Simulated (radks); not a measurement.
Values are calculated unless marked as measured or tabulated.
Task: C, 6 electrons, occupied as [He] 2s2 2p2. Level of theory: scalar-relativistic Kohn-Sham, r2SCAN, spin-polarised, spherical densities, finite nucleus; open shells are filled with parallel spins first; meta-GGA in the generalised Kohn-Sham scheme; Fermi nuclear charge, rms radius 2.4702 fm (a radial shooting solver on a logarithmic mesh with Libxc functionals). Some entries of the table are withheld. Estimate them.

| orbital | occ. | eigenvalue (hartree) | <1/r> (bohr^-1) | <r^2> (bohr^2) |
|---|---|---|---|---|
| 1s up | 1 | -10.18552 | (1) | 0.09912 |
| 1s down | 1 | -10.14904 | (2) | 0.09803 |
| 2s up | 1 | -0.57710 | 0.9305 | 2.902 |
| 2s down | 1 | -0.43906 | 0.8848 | 3.208 |
| 2p up | 2 | (3) | 0.7852 | (4) |
| 2p down | 0 | (5) | 0.7256 | (6) |

Result: 
(1) 1s up <1/r> (bohr^-1): 5.649
(2) 1s down <1/r> (bohr^-1): 5.666
(3) 2p up eigenvalue (hartree): -0.23455
(4) 2p up <r^2> (bohr^2): 3.845
(5) 2p down eigenvalue (hartree): -0.10917
(6) 2p down <r^2> (bohr^2): 4.644
